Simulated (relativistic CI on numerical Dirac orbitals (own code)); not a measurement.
# Sc²⁺ in a cubic cluster: 1s photoemission with charge transfer

Computed with a charge-transfer multiplet model of a cubic metal-ligand cluster with up to 2 ligand holes, Slater and spin-orbit integrals from Dirac-Coulomb-Breit ions, Slater integrals scaled by 0.8. The parameters are those of a tetrahedral site (10Dq negative, t2 hopping the larger). The ground state mixes d1 with configurations of k ligand holes L, whose averages lie at kΔ + k(k − 1)U_dd/2; a core hole lowers each added d electron by U_cd. 300 K, Lorentzian 1.1 eV and Gaussian 0.6 eV FWHM.

Atomic integrals in eV (Slater integrals scaled, ζ unscaled), ground: F2dd 4.710, F4dd 2.885, zeta_d 0.008; with the core hole: F2dd 4.710, F4dd 2.885, zeta_d 0.018, G2cd 0.028. Where a configuration has fewer than two d electrons, the dd integrals are those of d2.

Cluster parameters (eV): U_dd = 3.5, U_cd = 4.3, 10Dq = -0.25, 10Dq(ligand) = 0, V(eg) = 1.52, V(t2g) = -2.59, final-state hopping factor = 1.

```tsv
Case	n_d	d1	d2L	d3L2	S
Δ = 4.5 eV	1.64	0.46	0.44	0.10	0.50
Δ = 6.5 eV	1.50	0.56	0.38	0.06	0.50
Δ = 7.5 eV	1.44	0.61	0.34	0.05	0.50
Δ = 8.5 eV	1.39	0.65	0.31	0.04	0.50
Δ = 9.5 eV	1.34	0.69	0.28	0.03	0.50
```

Weights, n_d and S are thermal averages at 300 K. Binding energies count from the first peak over 30 % of the highest in each spectrum, which can be another peak from case to case. The parameters are a model scan and need not match a compound or its usual spin state. Peaks in eV (height, largest 100):
- Δ = 4.5 eV: 0.0 (100), 11.6 (7)
- Δ = 6.5 eV: 0.0 (100), 11.3 (6)
- Δ = 7.5 eV: 0.0 (100), 11.3 (6)
- Δ = 8.5 eV: 0.0 (100), 11.3 (5)
- Δ = 9.5 eV: 0.0 (100)

Curve for Δ = 4.5 eV (points under 2 left out, the grid thinned):

```json
{"E (eV)": "-3.6", "Intensity": "2.7"}
{"E (eV)": "-3.4", "Intensity": "3.0"}
{"E (eV)": "-3.1", "Intensity": "3.6"}
{"E (eV)": "-2.9", "Intensity": "4.1"}
{"E (eV)": "-2.7", "Intensity": "4.7"}
{"E (eV)": "-2.5", "Intensity": "5.5"}
{"E (eV)": "-2.2", "Intensity": "7.1"}
{"E (eV)": "-2.0", "Intensity": "8.5"}
{"E (eV)": "-1.8", "Intensity": "10.4"}
{"E (eV)": "-1.5", "Intensity": "14.6"}
{"E (eV)": "-1.3", "Intensity": "19.0"}
{"E (eV)": "-1.1", "Intensity": "25.4"}
{"E (eV)": "-0.8", "Intensity": "41.1"}
{"E (eV)": "-0.6", "Intensity": "56.9"}
{"E (eV)": "-0.4", "Intensity": "75.9"}
{"E (eV)": "-0.2", "Intensity": "92.7"}
{"E (eV)": "0.1", "Intensity": "98.5"}
{"E (eV)": "0.3", "Intensity": "86.4"}
{"E (eV)": "0.5", "Intensity": "67.8"}
{"E (eV)": "0.8", "Intensity": "42.2"}
{"E (eV)": "1.0", "Intensity": "30.4"}
{"E (eV)": "1.2", "Intensity": "22.4"}
{"E (eV)": "1.4", "Intensity": "17.0"}
{"E (eV)": "1.7", "Intensity": "11.8"}
{"E (eV)": "1.9", "Intensity": "9.5"}
{"E (eV)": "2.1", "Intensity": "7.9"}
{"E (eV)": "2.4", "Intensity": "6.1"}
{"E (eV)": "2.6", "Intensity": "5.2"}
{"E (eV)": "2.8", "Intensity": "4.5"}
{"E (eV)": "3.1", "Intensity": "3.7"}
{"E (eV)": "3.3", "Intensity": "3.3"}
{"E (eV)": "3.5", "Intensity": "2.9"}
{"E (eV)": "3.7", "Intensity": "2.6"}
{"E (eV)": "4.0", "Intensity": "2.3"}
{"E (eV)": "4.2", "Intensity": "2.1"}
{"E (eV)": "10.6", "Intensity": "2.2"}
{"E (eV)": "10.9", "Intensity": "3.3"}
{"E (eV)": "11.1", "Intensity": "4.4"}
{"E (eV)": "11.3", "Intensity": "5.6"}
{"E (eV)": "11.6", "Intensity": "6.7"}
{"E (eV)": "11.8", "Intensity": "6.4"}
{"E (eV)": "12.0", "Intensity": "5.4"}
{"E (eV)": "12.2", "Intensity": "4.2"}
{"E (eV)": "12.5", "Intensity": "2.7"}
{"E (eV)": "12.7", "Intensity": "2.0"}
```

For the case Δ = 6.5 eV, Δ = 6.5 eV is larger than U_dd = 3.5 eV, the Mott-Hubbard side of the Zaanen-Sawatzky-Allen scheme. With the core hole the configuration with one ligand hole lies at Δ − U_cd = 0.2, 2.2, 3.2, 4.2, 5.2 eV from the one without, in the order of the table; where this is negative the screened configuration lies lower, though the effective hopping of about 6.6 eV (from the holes of the mixed ground state) mixes the two strongly wherever it is as large as the gap.
